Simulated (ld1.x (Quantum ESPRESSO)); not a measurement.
indium (In): one change to an RRKJ potential, before and after

indium, norm-conserving RRKJ (Kleinman–Bylander form), made with ld1.x (Quantum ESPRESSO) 7.5 (Wu–Cohen, scalar-relativistic). Core [Kr] 4d10, reference 5s2 5p1. Waves: 5s (bound): rc 1.95 bohr; 5p (bound): rc 2.00 bohr. Local part: all-electron potential smoothed inside 1.95 bohr (lloc = -1). Core correction: a·sin(br)/r model core inside 1.30 bohr. rho0 = 0.001.

All-electron outer shells of the reference configuration (Wu–Cohen, scalar-relativistic, ld1.x):

| shell | level (eV) | outermost node (bohr) | outermost maximum (bohr) |
| --- | --- | --- | --- |
| 4p | -78.04 | 0.42 | 0.82 |
| 4d | -18.57 | 0.40 | 0.94 |
| 5s | -8.27 | 1.02 | 2.16 |
| 5p | -2.50 | 1.14 | 2.85 |

Change: core correction a·sin(br)/r model core inside 1.50 bohr.

Cutoffs: the cutoffs (Ry, on a coarse ladder) from which the occupation-weighted sum of valence levels, in a spherical-Bessel basis at the reference potential, stays within 10 and 1 mRy of its value at 400 Ry; they do not see the model core or the augmentation charge, which bear on the density cutoff. Errors are all-electron minus pseudo energies relative to the spin-unpolarised reference configuration.

**Question.** How do hardness, ghosts and transferability respond?

**Answer.** The potential gets neither clearly harder nor softer (12 Ry and 30 Ry → 12 Ry and 30 Ry); both files keep a bound ghost (s); of the 6 tests that both files solve, the error grows in 2 and shrinks in 0 by more than 15 % and 0.3 meV (median size 3.3 → 3.3 meV). A wider model core is smoother and lowers the density cutoff, which this test does not measure.

| quantity | base | changed |
| --- | --- | --- |
| cutoff, loose | 12 Ry | 12 Ry |
| cutoff, tight | 30 Ry | 30 Ry |
| bound ghosts | s | s |
| tests counted (converged, no solver errors) | 6 of 7 | 6 of 7 |
| error for 5s2 5p0, meV [ΔE 5.35 eV] | +1.3 | +1.6 |
| error for 5s2 5p0.5, meV [ΔE 1.93 eV] | -0.1 | -0.1 |
| error for 5s1 5p1, meV [ΔE 12.04 eV] | +5.7 | +7.3 |
| error for 5s2 5p1.3, meV [ΔE -0.52 eV] | +0.2 | +0.1 |
| error for 5s0 5p3, meV [ΔE 12.05 eV] | -68 | -67 |
| error for 5s1 5p2, meV [ΔE 5.90 eV] | -5.3 | -5.1 |
| s: phases at 2.20 bohr within 0.05 rad from the reference energy up to (Ry; the scan ends near 5) | -0.5 | -0.5 |
| p: phases at 2.20 bohr within 0.05 rad from the reference energy up to (Ry; the scan ends near 5) | 0.4 | 0.4 |

Base: Tests not counted: 5s1 5p0 (solver errors, printed error -1.4 eV). Changed file: Tests not counted: 5s1 5p0 (solver errors, printed error -1.5 eV). A true bound ghost makes a file unfit for plane-wave use even where its test errors are small: the radial tests pick states by their node count and pass the ghost by. Where a test does run into it, the solver fails or the error is huge.
